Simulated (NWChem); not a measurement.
System: CH5MgNO; SMILES C[O][Mg][NH2]

The following NWChem deck was run.

```
start job
memory heap 200 mb stack 900 mb global 1100 mb
geometry units angstroms
  Mg     0.846397     0.089589     0.108039
  O     -0.468413    -0.282236    -0.913935
  C     -1.787425    -0.478151    -1.280155
  H     -2.405927     0.396597    -1.039197
  H     -1.834702    -0.644912    -2.364231
  H     -2.214355    -1.355013    -0.776042
  N      0.990346     0.596124     1.924032
  H      0.557780    -0.109756     2.512132
  H      0.459775     1.446564     2.086738
end
basis spherical
  * library def2-svp
end
dft
  xc pbe0
  iterations 150
end
driver
  maxiter 120
end
task dft optimize
task dft freq
```

NWChem printed, in part:

```
             Northwest Computational Chemistry Package (NWChem) 7.3.0
             --------------------------------------------------------

 C1  symmetry detected

                             Geometry "geometry" -> ""
                             -------------------------

 Output coordinates in angstroms (scale by  1.889725989 to convert to a.u.)

  No.       Tag          Charge          X              Y              Z
 ---- ---------------- ---------- -------------- -------------- --------------
    1 Mg                  12.0000     0.62298464    -0.69191531    -0.00069750
    2 O                    8.0000     0.32035980     0.98731846     0.00077122
    3 C                    6.0000    -0.42519322     2.15198215    -0.00050723
    4 H                    1.0000    -1.15408191     2.16384511     0.82069316
    5 H                    1.0000     0.25095540     3.00742917     0.12715860
    6 H                    1.0000    -0.96656458     2.27688373    -0.94739832
    7 N                    7.0000    -0.48765736    -2.22214531    -0.00038766
    8 H                    1.0000    -1.10742065    -2.19605714    -0.80441154
    9 H                    1.0000    -1.09682145    -2.20454046     0.81191537

 Effective nuclear repulsion energy (a.u.)     139.0000216074

                                Z-matrix (autoz)
                                --------

 Units are Angstrom for bonds and degrees for angles

[...]

      ----------------------
      Optimization converged
      ----------------------

  Step       Energy      Delta E   Gmax     Grms     Xrms     Xmax
  ---- ---------------- -------- -------- -------- -------- --------
@   21    -370.71244653 -8.5D-08  0.00006  0.00003  0.00057  0.00179
                                     ok       ok       ok       ok

                                Z-matrix (autoz)
                                --------

 Units are Angstrom for bonds and degrees for angles

      Type          Name      I     J     K     L     M      Value     Gradient
      ----------- --------  ----- ----- ----- ----- ----- ---------- ----------
    1 Stretch                  1     2                       1.77449   -0.00006
    2 Stretch                  1     7                       1.88633   -0.00005
    3 Stretch                  2     3                       1.37013   -0.00003
    4 Stretch                  3     4                       1.10945   -0.00003
    5 Stretch                  3     5                       1.10946   -0.00004
    6 Stretch                  3     6                       1.10945   -0.00002
    7 Stretch                  7     8                       1.01556   -0.00005
    8 Stretch                  7     9                       1.01555   -0.00006
    9 Bend                     1     2     3               179.83710   -0.00000
   10 Bend                     1     7     8               126.52367   -0.00002
   11 Bend                     1     7     9               126.50874   -0.00003
   12 Bend                     2     1     7               179.97924   -0.00001
   13 Bend                     2     3     4               112.31429   -0.00001
   14 Bend                     2     3     5               112.36819    0.00003
   15 Bend                     2     3     6               112.31138   -0.00001
   16 Bend                     4     3     5               106.48067   -0.00001
   17 Bend                     4     3     6               106.44511   -0.00000
   18 Bend                     5     3     6               106.47178   -0.00001
   19 Bend                     8     7     9               106.96736    0.00005
   20 Torsion                  1     2     3     4        -126.92528   -0.00001
   21 Torsion                  1     2     3     5          -6.89195   -0.00000
   22 Torsion                  1     2     3     6         113.12779    0.00001
   23 Torsion                  2     1     7     8         -90.99629   -0.00000
   24 Torsion                  2     1     7     9          89.20291    0.00001
   25 Torsion                  3     2     1     7          -0.49352    0.00000

                         Geometry "geometry" -> "geometry"
                         ---------------------------------

 Output coordinates in angstroms (scale by  1.889725989 to convert to a.u.)

[...]

 Rotational Constants
 --------------------
 A=   3.723727 cm-1  (  5.357492 K)
 B=   0.069575 cm-1  (  0.100101 K)
 C=   0.069192 cm-1  (  0.099549 K)

 Temperature                      =   298.15K
 frequency scaling parameter      =   1.0000

 Zero-Point correction to Energy  =   40.850 kcal/mol  (  0.065099 au)
 Thermal correction to Energy     =   44.985 kcal/mol  (  0.071688 au)
 Thermal correction to Enthalpy   =   45.577 kcal/mol  (  0.072632 au)

 Total Entropy                    =   78.302 cal/mol-K
   - Translational                =   38.681 cal/mol-K (mol. weight =  71.0221)
   - Rotational                   =   24.002 cal/mol-K (symmetry #  =        1)
   - Vibrational                  =   15.618 cal/mol-K

 Cv (constant volume heat capacity) =   19.278 cal/mol-K
   - Translational                  =    2.979 cal/mol-K
   - Rotational                     =    2.979 cal/mol-K
   - Vibrational                    =   13.319 cal/mol-K

[normal modes left out]

 ----------------------------------------------------------------------------
 Normal Eigenvalue ||           Projected Infra Red Intensities
  Mode   [cm**-1]  || [atomic units] [(debye/angs)**2] [(KM/mol)] [arbitrary]
 ------ ---------- || -------------- ----------------- ---------- -----------
    1      -16.528 ||    0.000001           0.000         0.001       0.000
    2       -0.000 ||    0.000053           0.001         0.052       0.012
    3        0.000 ||    0.000092           0.002         0.090       0.020
    4        0.000 ||    0.000069           0.002         0.067       0.015
    5        0.000 ||    0.000000           0.000         0.000       0.000
    6        0.000 ||    0.000021           0.000         0.020       0.005
    7        0.000 ||    0.000044           0.001         0.043       0.010
    8       81.455 ||    0.000478           0.011         0.466       0.105
    9       85.157 ||    0.000147           0.003         0.143       0.032
   10      160.457 ||    0.061498           1.419        59.952      13.522
   11      170.887 ||    0.079100           1.825        77.111      17.392
   12      301.498 ||    0.129405           2.985       126.150      28.453
   13      487.666 ||    0.000058           0.001         0.057       0.013
   14      539.665 ||    0.104415           2.409       101.789      22.958
   15      802.124 ||    0.070352           1.623        68.583      15.469
   16     1189.660 ||    0.000033           0.001         0.032       0.007
   17     1189.943 ||    0.000000           0.000         0.000       0.000
   18     1312.395 ||    0.379448           8.754       369.904      83.430
   19     1474.545 ||    0.000315           0.007         0.307       0.069
   20     1474.847 ||    0.000242           0.006         0.236       0.053
   21     1483.723 ||    0.038777           0.895        37.802       8.526
   22     1529.935 ||    0.018497           0.427        18.032       4.067
   23     2963.889 ||    0.173211           3.996       168.855      38.084
   24     3030.170 ||    0.073622           1.699        71.771      16.188
   25     3030.323 ||    0.073266           1.690        71.423      16.109
   26     3599.092 ||    0.009413           0.217         9.176       2.070
   27     3681.453 ||    0.015426           0.356        15.038       3.392
 ----------------------------------------------------------------------------

 ===============================================================================
      Negative Nuclear Hessian Mode    1  Eigenvalue =    -16.53 cm**(-1)
 -------------------------------------------------------------------------------
   Raw step length:  0.527 angstroms ;  The Raw step for this mode is:
    1 Mg                  12.0000    -0.00011122     0.00000605     0.00021540
    2 O                    8.0000    -0.00078308     0.00003994     0.00121045
    3 C                    6.0000     0.00058969    -0.00003188    -0.00099101
    4 H                    1.0000     0.13264936    -0.00528772     0.09903748
    5 H                    1.0000     0.02196082    -0.00187632    -0.16555749
    6 H                    1.0000    -0.15201191     0.00702529     0.06248383
    7 N                    7.0000     0.00036098    -0.00001718    -0.00044083
    8 H                    1.0000     0.31239775    -0.01489749    -0.00642437
    9 H                    1.0000    -0.31195800     0.01487666     0.00404843

  Geometry after  100.0% step for mode  1; Step length =  0.527 angstroms
   Maximum component (any atom: x,y, or z) displacement:  0.590
    1 Mg                  12.0000    -0.49887748    -0.60730979     0.00139448
    2 O                    8.0000    -0.41278517     1.16508916     0.00167583
    3 C                    6.0000    -0.34052893     2.53331379    -0.00104745
    4 H                    1.0000    -0.80858504     2.98126463     0.91466190
    5 H                    1.0000     0.71894342     2.90052170    -0.03501108
    6 H                    1.0000    -0.86687399     2.98112604    -0.88463153
    7 N                    7.0000    -0.58995540    -2.49144363     0.00149618
    8 H                    1.0000    -0.32234098    -3.10962271    -0.82022083
    9 H                    1.0000    -0.91934139    -3.08030145     0.82240048

  Geometry after -100.0% step for mode  1; Step length =  0.527 angstroms
   Maximum component (any atom: x,y, or z) displacement:  0.590
    1 Mg                  12.0000    -0.49865503    -0.60732189     0.00096368
    2 O                    8.0000    -0.41121902     1.16500927    -0.00074508
    3 C                    6.0000    -0.34170830     2.53337755     0.00093458
    4 H                    1.0000    -1.07388376     2.99184007     0.71658695
    5 H                    1.0000     0.67502178     2.90427434     0.29610391
    6 H                    1.0000    -0.56285018     2.96707547    -1.00959919
    7 N                    7.0000    -0.59067736    -2.49140927     0.00237784
    8 H                    1.0000    -0.94713647    -3.07982773    -0.80737210
    9 H                    1.0000    -0.29542539    -3.11005477     0.81430361

  Geometry after   50.0% step for mode  1; Step length =  0.264 angstroms
   Maximum component (any atom: x,y, or z) displacement:  0.295
    1 Mg                  12.0000    -0.49882187    -0.60731282     0.00128678
    2 O                    8.0000    -0.41239364     1.16506919     0.00107060
    3 C                    6.0000    -0.34082377     2.53332973    -0.00055194
    4 H                    1.0000    -0.87490972     2.98390849     0.86514316
    5 H                    1.0000     0.70796301     2.90145986     0.04776767
    6 H                    1.0000    -0.79086804     2.97761340    -0.91587344
    7 N                    7.0000    -0.59013589    -2.49143504     0.00171660
    8 H                    1.0000    -0.47853985    -3.10217397    -0.81700865
    9 H                    1.0000    -0.76336239    -3.08773978     0.82037626

  Geometry after  -50.0% step for mode  1; Step length =  0.264 angstroms
   Maximum component (any atom: x,y, or z) displacement:  0.295
    1 Mg                  12.0000    -0.49871064    -0.60731886     0.00107138
    2 O                    8.0000    -0.41161056     1.16502925    -0.00013985
    3 C                    6.0000    -0.34141346     2.53336161     0.00043907
    4 H                    1.0000    -1.00755908     2.98919621     0.76610568
    5 H                    1.0000     0.68600219     2.90333618     0.21332516
    6 H                    1.0000    -0.63885613     2.97058811    -0.97835727
    7 N                    7.0000    -0.59049687    -2.49141786     0.00215743
    8 H                    1.0000    -0.79093760    -3.08727647    -0.81058428
    9 H                    1.0000    -0.45140439    -3.10261644     0.81632783

  Geometry after   33.9% step for mode  1; Step length =  0.179 angstroms
   Maximum component (any atom: x,y, or z) displacement:  0.200
    1 Mg                  12.0000    -0.49880394    -0.60731379     0.00125205
    2 O                    8.0000    -0.41226739     1.16506275     0.00087546
    3 C                    6.0000    -0.34091884     2.53333487    -0.00039217
    4 H                    1.0000    -0.89629488     2.98476095     0.84917676
    5 H                    1.0000     0.70442258     2.90176235     0.07445814
    6 H                    1.0000    -0.76636133     2.97648081    -0.92594682
    7 N                    7.0000    -0.59019408    -2.49143227     0.00178767
    8 H                    1.0000    -0.52890327    -3.09977226    -0.81597294
    9 H                    1.0000    -0.71306986    -3.09013813     0.81972359

  Geometry after  -33.9% step for mode  1; Step length =  0.179 angstroms
   Maximum component (any atom: x,y, or z) displacement:  0.200
    1 Mg                  12.0000    -0.49872858    -0.60731789     0.00110611
    2 O                    8.0000    -0.41173680     1.16503569     0.00005529
    3 C                    6.0000    -0.34131839     2.53335647     0.00027931
    4 H                    1.0000    -0.98617392     2.98834374     0.78207208
    5 H                    1.0000     0.68954262     2.90303369     0.18663470
    6 H                    1.0000    -0.66336284     2.97172070    -0.96828390
    7 N                    7.0000    -0.59043867    -2.49142063     0.00208636
    8 H                    1.0000    -0.74057417    -3.08967818    -0.81161999
    9 H                    1.0000    -0.50169692    -3.10021809     0.81698050

  Geometry after   16.9% step for mode  1; Step length =  0.089 angstroms
   Maximum component (any atom: x,y, or z) displacement:  0.100
    1 Mg                  12.0000    -0.49878510    -0.60731482     0.00121557
    2 O                    8.0000    -0.41213474     1.16505598     0.00067042
    3 C                    6.0000    -0.34101873     2.53334027    -0.00022430
    4 H                    1.0000    -0.91876464     2.98565665     0.83240059
    5 H                    1.0000     0.70070259     2.90208019     0.10250228
    6 H                    1.0000    -0.74061171     2.97529079    -0.93653109
    7 N                    7.0000    -0.59025523    -2.49142936     0.00186234
    8 H                    1.0000    -0.58182100    -3.09724874    -0.81488470
    9 H                    1.0000    -0.66022663    -3.09265812     0.81903782

  Geometry after  -16.9% step for mode  1; Step length =  0.089 angstroms
   Maximum component (any atom: x,y, or z) displacement:  0.100
    1 Mg                  12.0000    -0.49874742    -0.60731686     0.00114259
    2 O                    8.0000    -0.41186945     1.16504245     0.00026033
    3 C                    6.0000    -0.34121850     2.53335107     0.00011144
    4 H                    1.0000    -0.96370416     2.98744805     0.79884825
    5 H                    1.0000     0.69326261     2.90271586     0.15859056
    6 H                    1.0000    -0.68911246     2.97291073    -0.95769963
    7 N                    7.0000    -0.59037753    -2.49142354     0.00201169
    8 H                    1.0000    -0.68765645    -3.09220170    -0.81270822
    9 H                    1.0000    -0.55454015    -3.09769810     0.81766627
```

Level: PBE0/def2-SVP.
